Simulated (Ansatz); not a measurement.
`C[CH2][Al]([CH3])[F]`, charge 0, multiplicity 1.

**Question.** Give a relaxed structure at PBE0-D4/def2-TZVP (Ansatz). (Estimate.)

**Answer.** The calculation gave: 
Z-matrix (Å, degrees):
```
C
C 1 1.529
H 1 1.094 2 111.8
H 1 1.094 2 112.1 3 -120.2
H 1 1.094 2 111.8 3 119.5
Al 2 1.952 1 115.5 3 -59.8
H 2 1.098 1 110.4 3 62.8
H 2 1.098 1 110.4 3 177.6
F 6 1.659 2 116.7 1 179.2
C 6 1.944 2 125.5 1 -0.6
H 10 1.095 6 110.9 2 61.9
H 10 1.095 6 111.1 2 -56.0
H 10 1.092 6 112.4 2 -177.2
```
Point group Cs.
This is one stationary point; other conformers may exist.
